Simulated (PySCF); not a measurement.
CH2I, charge +1, multiplicity 1. Atoms are numbered in the order given.

```xyz
4

C      0.0000     0.0000    -1.6774
I      0.0000     0.0000     0.2736
H      0.0000    -0.9520    -2.2180
H      0.0000     0.9520    -2.2180
```
Charge +1, spin multiplicity 1.

Coordinates come from a PBE-D3(BJ)/def2-TZVP optimisation. The spin state was assumed, not searched. The isomer is the one that the SMILES or the coordinates give; other isomers of the formula were not compared. The def2 effective core potentials stand for the cores of I; spin–orbit coupling is left out.

Method: M06-2X/def2-TZVPD (PySCF).

Computed frontier levels, gap, dipole moment and polarisability:
```
Quantity                                                          Result
------------------------------------------------  ----------------------
highest occupied level                                         -15.59 eV
lowest empty level                                              -9.64 eV
orbital gap                                                      5.95 eV
dipole moment about the centre of nuclear charge                  3.43 D
mean static polarisability                          37.4 bohr³ (5.54 Å³)
polarisability, principal values                  27.8, 30.6, 53.8 bohr³
```
